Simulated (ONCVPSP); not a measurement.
## Which change was made? (V, ONCV)

V (Z = 23), optimised norm-conserving Vanderbilt (ONCV), made with ONCVPSP 4.0.1 (PBE, scalar-relativistic). Core [Ne], reference 3s2 3p6 3d3 4s2. Waves: 3s+4s: rc 1.75 bohr, ncon 4, nbas 7, qcut 6.4 1/bohr, 2 projectors; 3p: rc 1.65 bohr, ncon 4, nbas 7, qcut 6.7 1/bohr, 2 projectors, debl 3.2 Ha; 3d: rc 1.15 bohr, ncon 3, nbas 8, qcut 7.5 1/bohr, 2 projectors, debl 3.5 Ha; f scattering state at 0.09 Ha: rc 1.90 bohr, ncon 4, nbas 7, qcut 5.5 1/bohr, 2 projectors, debl 0.9 Ha. Local part: polynomial inside 1.00 bohr (lpopt 4, dvloc0 2 Ha). Core correction: none.

Cutoffs, loose and tight: the cutoffs (Ha) at which the residual kinetic energy of the hardest occupied pseudo-wave falls to 1 and 0.1 mHa per electron. They do not see the model core or the augmentation charge, which bear on the density cutoff. Test errors are all-electron minus pseudo excitation energies from the reference, over the configurations 3s2 3p6 3d3 4s1; 3s2 3p6 3d3 4s0; 3s2 3p6 3d2 4s0; 3s2 3p6 3d2 4s2 4p1; variants that change the core or the reference have their own tests.

The base gives: outcome: generated; bound ghosts: none; GHOST(+) flags above zero: none; largest test error (meV): -17.

(1) After one change the result is: outcome: generated; bound ghosts: none; GHOST(+) flags above zero: none; largest test error (meV): -36. Which change was it?
A. d: qcut 9
B. d: qcut 5.9
C. d: qcut 9.9

Results:

(1) B. The others give: d: qcut 9 → outcome: generated; cutoff, loose: 60 Ha; cutoff, tight: 208 Ha; bound ghosts: none; GHOST(+) flags above zero: none; largest test error (meV): +8.3 | d: qcut 9.9 → outcome: generated; cutoff, loose: 46 Ha; cutoff, tight: 137 Ha; bound ghosts: none; GHOST(+) flags above zero: none; largest test error (meV): +10.0.
